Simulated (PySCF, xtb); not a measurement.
C₃H₅ClSi, SMILES C#C[Si@@H](C)Cl.

Harmonic wavenumbers (cm⁻¹) from GFN2-xTB run with xtb 6.7.1 at its own minimum, in rising order: 96, 112, 135, 166, 282, 286, 464, 621, 624, 664, 683, 687, 764, 835, 840, 1376, 1478, 1481, 2207, 2234, 3032, 3035, 3048, 3355.

What does B3LYP-D3(BJ)/def2-SVP run with PySCF 2.14.0 give at its own minimum? (The exact figures need the calculation; the answer reports its results.)

115, 150, 170, 196, 337, 340, 516, 627, 687, 743, 751, 753, 762, 863, 901, 1273, 1427, 1430, 2152, 2253, 3034, 3129, 3138, 3455. Paired by order, the mean absolute difference is 51 cm⁻¹ and the zero-point energies are 40.8 and 41.7 kcal/mol.
